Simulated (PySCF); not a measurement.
Species: C4H5ClF2O2.
Atom-mapped SMILES: `[F:1][C@@H:2]1[O:3][CH2:4][O:5][CH2:6][C@@:7]1([F:8])[Cl:9]` (hydrogens: H10 on C2; H11, H12 on C4; H13, H14 on C6)

Structure used (PBE0-D3(BJ)/def2-SVP), in Å, numbered top down from 1:
```
atom  x, y, z in Å
F1     1.8750   -0.4310    0.5558
C2     0.9783   -0.7392   -0.4343
O3     0.8084    0.3229   -1.2816
C4     0.2067    1.4467   -0.6776
O5    -1.0391    1.1547   -0.1460
C6    -0.9624    0.1682    0.8421
C7    -0.3455   -1.0960    0.2633
F8    -0.1193   -1.9891    1.2497
Cl9   -1.4251   -1.8220   -0.9500
H10    1.3685   -1.5886   -1.0148
H11    0.0669    2.1862   -1.4744
H12    0.8833    1.8421    0.1056
H13   -1.9738   -0.0377    1.2162
H14   -0.3192    0.4832    1.6876
```

Level: PBE0/pcSseg-1 and CAM-B3LYP/def2-SVPD in PySCF, non-relativistic, on one gas-phase PBE0-D3(BJ)/def2-SVP geometry that isn't relaxed in the solvent. The solvent is an IEF-PCM continuum (cavity from Bondi-type radii × 1.2). Specific hydrogen bonds and non-electrostatic terms are outside this model.

Gas phase at PBE0/pcSseg-1: HOMO -8.38 eV, LUMO 0.36 eV, dipole 1.43 D.

Task: What does the continuum do to the energy, the frontier levels and the dipole at PBE0/pcSseg-1 in cyclohexane and methanol?

Result: 
```tsv
solvent	ε	E(solvent) − E(gas) (kJ/mol)	polarisation term (kJ/mol)	distortion of the solute (kJ/mol)	HOMO (eV)	LUMO (eV)	dipole (D)
cyclohexane	2.017	-9.68	-10.03	0.35	-8.32	0.40	1.57
methanol	32.61	-23.99	-26.21	2.22	-8.27	0.42	1.79
```

The polarisation term is half the interaction of the solute with the surface charges that it induces; the rest is the cost of distorting the solute's density. The sum is the electrostatic part of solvation alone. From cyclohexane to methanol the lowering changes by a factor 2.48, Onsager's factor (ε − 1)/(2ε + 1) by 2.36 and ε itself by 16.2.

Task: Which radius a makes the point-dipole formula ΔE = −[(ε − 1)/(2ε + 1)]·μ²/a³ give the value in methanol, with the gas-phase dipole?

Result: μ = 0.563 au and |ΔE| = 0.00914 Eh give a = 1.35 Å; the farthest nucleus lies 2.64 Å from the centroid of the nuclei, so such a sphere wouldn't even hold the nuclei. The formula assumes a rigid point dipole at the centre of a sphere.

Task: Give the dipole vector in the frame of the coordinates (D, pointing from negative to positive charge), gas and methanol.

Result: Gas (0.17, 1.35, 0.46), solvent (0.31, 1.61, 0.73). Its length changes by +25 % and its direction by 7°.

Task: Which ESP-fitted charges (PBE0/pcSseg-1) respond most in cyclohexane (means over atoms taken as equivalent)?

Result: 
| atoms | environment | gas (e) | solvent (e) | change |
| --- | --- | --- | --- | --- |
| O5 | cyclic ether oxygen | -0.349 | -0.362 | -0.013 |
| O3 | cyclic ether oxygen | -0.368 | -0.380 | -0.012 |
| Cl9 | chlorine on a fluorinated carbon | -0.055 | -0.063 | -0.008 |
| F1 | alkyl fluorine | -0.189 | -0.196 | -0.007 |
| H10 | methine hydrogen | +0.122 | +0.129 | +0.007 |
| C4 | sp3 carbon bearing two oxygens | +0.189 | +0.196 | +0.007 |
| H14 | methylene hydrogen | +0.134 | +0.141 | +0.007 |
| H12 | methylene hydrogen | +0.072 | +0.079 | +0.007 |
| F8 | alkyl fluorine | -0.143 | -0.148 | -0.005 |
| H13 | methylene hydrogen | +0.157 | +0.161 | +0.004 |
| C7 | sp3 C–F carbon | +0.016 | +0.020 | +0.004 |
| C2 | sp3 C–F carbon | +0.296 | +0.300 | +0.004 |

Task: How do the nuclear quadrupole coupling constants eQVzz/h respond in cyclohexane?

Result: 
```tsv
nucleus	Q (barn)	gas (MHz)	solvent (MHz)	η gas	η solvent
17O at O3	-0.0256	-11.39	-11.33	0.85	0.85
17O at O5	-0.0256	-11.70	-11.64	0.96	0.96
35Cl at Cl9	-0.0817	-75.79	-75.20	0.02	0.03
```

Gas phase at CAM-B3LYP/def2-SVPD: HOMO -9.94 eV, LUMO 1.05 eV, dipole 1.41 D.

Task: What does the continuum do to the energy, the frontier levels and the dipole at CAM-B3LYP/def2-SVPD in cyclohexane and methanol?

Result: 
```csv
solvent,ε,E(solvent) − E(gas) (kJ/mol),polarisation term (kJ/mol),distortion of the solute (kJ/mol),HOMO (eV),LUMO (eV),dipole (D)
cyclohexane,2.017,-9.95,-10.37,0.42,-9.87,1.09,1.56
methanol,32.61,-24.93,-27.73,2.80,-9.82,1.09,1.79
```

Task: How does the static polarisability (CAM-B3LYP/def2-SVPD, frozen core, with the continuum's full static response) change?

Result: 
```json
{"medium": "gas", "isotropic (au)": "67.7", "principal values (au)": "63.5, 66.0, 73.7", "⟨r²⟩ of the electrons (bohr²)": "1123.3"}
{"medium": "cyclohexane", "isotropic (au)": "75.1", "principal values (au)": "70.4, 73.4, 81.6", "⟨r²⟩ of the electrons (bohr²)": "1123.2"}
{"medium": "methanol", "isotropic (au)": "88.7", "principal values (au)": "83.4, 87.2, 95.5", "⟨r²⟩ of the electrons (bohr²)": "1123.1"}
```

The isotropic value in methanol is 1.31 times the gas-phase one; no cavity-field correction is applied. ⟨r²⟩ is taken about the centre of nuclear charge.
